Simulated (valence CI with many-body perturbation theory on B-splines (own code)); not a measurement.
**Level structure of As²⁶⁺**

Method: valence CI with perturbative core correlation (CI+MBPT): five valence electrons over a frozen Dirac-Fock core [He], radial functions for each j: 11 s, 11 p, 10 d, 8 f, 5 g, 2 h, with the one-electron correlation potential Σ1, the two-electron term Σ2, the three-electron term Σ3, Breit, model QED; selected CI, second order for the rest, scaled by the run's own slope (own B-spline code, finite nucleus).

No measured spectrum was set against this ion. As an estimate, large intervals hold to a few tenths of a per cent, small ones and those within an open d or f shell to about a per cent. Among the levels kept, up to 5300 cm⁻¹ of a level comes from second order outside the variational space, and about a tenth of that is noise between levels of different J, which matters for small intervals.

Levels 46 to 90 of 209, with energies above the lowest level, (2s^2 2p1/2^2 2p3/2) J=3/2. "Leading %" is the weight of the configuration and term that name the level; weights of strongly mixed levels are sums over their largest components and can fall short, so below about 35 % the name and the second component can differ from the true leading terms, or belong to a minority configuration. In the jj column 3d3/2^4 stands for four electrons in 3d with j = 3/2. Lifetimes count E1, E2, E3, M1 and M2 decay at the calculated energies, and are blank where another channel may lead or the interval is too uncertain; long ones can be off by a factor of two.

```csv
No.,Configuration,Term,J,E (eV),Leading %,Second component,Leading jj,Lifetime
46,2s2 2p2 3p,2D°,5/2,1667.9,51,32 % 2s2 2p2 3p 2F°,2s^2 2p3/2^2 3p3/2 (74 %),15.4 ps
47,2s2 2p2 3p,2F°,7/2,1669.4,59,39 % 2s2 2p2 3p 4D°,2s^2 2p3/2^2 3p3/2 (90 %),14.2 ps
48,2s2 2p2 3p,2P°,1/2,1669.9,74,17 % 2s2 2p2 3p 2S°,2s^2 2p3/2^2 3p3/2 (79 %),3.03 ps
49,2s2 2p2 3d,2F,7/2,1670.4,41,23 % 2s2 2p2 3d 4D,2s^2 2p1/2 2p3/2 3d3/2 (70 %),6.98 ps
50,2s2 2p2 3d,2F,5/2,1670.7,45,37 % 2s2 2p2 3d 4P,2s^2 2p1/2 2p3/2 3d5/2 (86 %),28.4 fs
51,2s2 2p2 3d,4D,3/2,1670.8,44,25 % 2s2 2p2 3d 2P,2s^2 2p1/2 2p3/2 3d5/2 (85 %),45.2 fs
52,2s2 2p2 3d,4F,9/2,1673.5,61,38 % 2s2 2p2 3d 2G,2s^2 2p1/2 2p3/2 3d5/2 (91 %),235 ps
53,2s 2p3 3s,4S°,3/2,1674.7,66,11 % 2s 2p3 3s 2P°,2s 2p1/2^2 2p3/2 3s (57 %),139 fs
54,2s2 2p2 3d,4D,5/2,1677.8,39,31 % 2s2 2p2 3d 2D,2s^2 2p1/2 2p3/2 3d3/2 (48 %),22.7 fs
55,2s2 2p2 3d,4P,3/2,1679.6,52,22 % 2s2 2p2 3d 2P,2s^2 2p1/2 2p3/2 3d3/2 (78 %),16.3 fs
56,2s2 2p2 3d,4P,1/2,1681.2,61,24 % 2s2 2p2 3d 2S,2s^2 2p1/2 2p3/2 3d3/2 (80 %),16.2 fs
57,2s2 2p2 3d,2D,5/2,1685.0,61,30 % 2s2 2p2 3d 2F,2s^2 2p1/2 2p3/2 3d5/2 (57 %),13.4 fs
58,2s2 2p2 3d,2F,7/2,1685.1,43,38 % 2s2 2p2 3d 2G,2s^2 2p1/2 2p3/2 3d5/2 (70 %),21.5 fs
59,2s2 2p2 3d,2P,1/2,1685.6,80,9 % 2s2 2p2 3d 2S,2s^2 2p1/2 2p3/2 3d5/2 (74 %),22.2 fs
60,2s2 2p2 3d,2D,3/2,1686.3,76,14 % 2s2 2p2 3d 2P,2s^2 2p1/2 2p3/2 3d5/2 (87 %),24.7 fs
61,2s2 2p2 3p,2P°,3/2,1687.0,67,12 % 2s2 2p2 3p 2D°,2s^2 2p3/2^2 3p3/2 (89 %),1.33 ps
62,2s2 2p2 3p,2P°,1/2,1687.6,88,6 % 2s2 2p2 3p 4D°,2s^2 2p3/2^2 3p1/2 (89 %),5.59 ps
63,2s 2p3 3p,6P,3/2,1695.1,78,12 % 2s 2p3 3p 4P,2s 2p1/2^2 2p3/2 3p1/2 (57 %),1.37 ps
64,2s2 2p2 3p,2P°,3/2,1695.4,70,15 % 2s2 2p2 3p 2D°,2s^2 2p3/2^2 3p3/2 (92 %),4.13 ps
65,2s 2p3 3p,6P,5/2,1696.5,66,22 % 2s 2p3 3p 4P,2s 2p1/2^2 2p3/2 3p1/2 (52 %),381 fs
66,2s 2p3 3s,4D°,1/2,1703.5,69,17 % 2s 2p3 3s 2P°,2s 2p1/2^2 2p3/2 3s (73 %),188 fs
67,2s 2p3 3p,6P,7/2,1704.7,83,13 % 2s 2p3 3p 4D,2s 2p1/2^2 2p3/2 3p3/2 (57 %),3.27 ps
68,2s 2p3 3s,4D°,3/2,1705.1,54,20 % 2s 2p3 3s 4P°,2s 2p1/2^2 2p3/2 3s (63 %),238 fs
69,2s 2p3 3s,4D°,5/2,1708.8,63,20 % 2s 2p3 3s 4P°,2s 2p1/2 2p3/2^2 3s (68 %),224 fs
70,2s2 2p2 3d,2F,7/2,1710.5,54,30 % 2s2 2p2 3d 4D,2s^2 2p3/2^2 3d5/2 (92 %),555 fs
71,2s 2p3 3p,4P,3/2,1712.7,69,10 % 2s 2p3 3p 2P,2s 2p1/2^2 2p3/2 3p3/2 (63 %),60.2 fs
72,2s2 2p2 3d,2G,9/2,1713.0,61,38 % 2s2 2p2 3d 4F,2s^2 2p3/2^2 3d5/2 (90 %),223 ps
73,2s2 2p2 3d,2D,3/2,1714.7,52,14 % 2s2 2p2 3d 4P,2s^2 2p3/2^2 3d3/2 (86 %),23.4 fs
74,2s2 2p2 3d,2P,1/2,1714.9,70,9 % 2s 2p3 3p 4P,2s^2 2p3/2^2 3d5/2 (37 %),34.6 fs
75,2s2 2p2 3d,2D,5/2,1714.9,33,16 % 2s2 2p2 3d 4D,2s^2 2p3/2^2 3d3/2 (62 %),24.6 fs
76,2s 2p3 3p,4P,5/2,1715.3,52,19 % 2s 2p3 3p 6P,2s 2p1/2^2 2p3/2 3p3/2 (38 %),43.0 fs
77,2s 2p3 3p,4P,1/2,1717.1,73,8 % 2s2 2p2 3d 2P,2s 2p1/2^2 2p3/2 3p3/2 (49 %),83.8 fs
78,2s 2p3 3s,2D°,3/2,1718.3,55,17 % 2s 2p3 3s 2P°,2s 2p1/2 2p3/2^2 3s (62 %),172 fs
79,2s2 2p2 3d,2F,7/2,1718.7,53,32 % 2s2 2p2 3d 2G,2s^2 2p3/2^2 3d3/2 (90 %),16.3 fs
80,2s 2p3 3s,4D°,7/2,1719.7,98,,2s 2p1/2 2p3/2^2 3s (98 %),190 fs
81,2s2 2p2 3d,2S,1/2,1723.1,61,26 % 2s2 2p2 3d 4P,2s^2 2p3/2^2 3d3/2 (46 %),20.3 fs
82,2s2 2p2 3d,2P,3/2,1725.8,66,13 % 2s2 2p2 3d 4P,2s^2 2p3/2^2 3d5/2 (81 %),18.2 fs
83,2s2 2p2 3d,2D,5/2,1727.2,62,28 % 2s2 2p2 3d 2F,2s^2 2p3/2^2 3d5/2 (82 %),19.6 fs
84,2s 2p3 3s,2D°,5/2,1729.2,78,16 % 2s 2p3 3s 4D°,2s 2p1/2 2p3/2^2 3s (94 %),145 fs
85,2s 2p3 3p,4D,1/2,1737.3,54,26 % 2s 2p3 3p 2P,2s 2p1/2^2 2p3/2 3p1/2 (70 %),172 fs
86,2s 2p3 3p,4F,3/2,1738.5,41,14 % 2s2 2p2 3d 2D,2s 2p1/2^2 2p3/2 3p1/2 (60 %),53.7 fs
87,2s2 2p2 3d,2D,5/2,1739.7,72,10 % 2s2 2p2 3d 2F,2s^2 2p3/2^2 3d5/2 (88 %),21.5 fs
88,2s 2p3 3s,4P°,1/2,1740.0,87,6 % 2s 2p3 3s 4D°,2s 2p1/2 2p3/2^2 3s (95 %),212 fs
89,2s2 2p2 3d,2D,3/2,1741.2,68,10 % 2s 2p3 3p 4F,2s^2 2p3/2^2 3d3/2 (71 %),24.1 fs
90,2s 2p3 3p,4D,3/2,1743.0,42,17 % 2s 2p3 3p 2P,2s 2p1/2 2p3/2^2 3p1/2 (66 %),202 fs
```

Where two levels of one J and parity lie close, their mixing, g and order are uncertain.
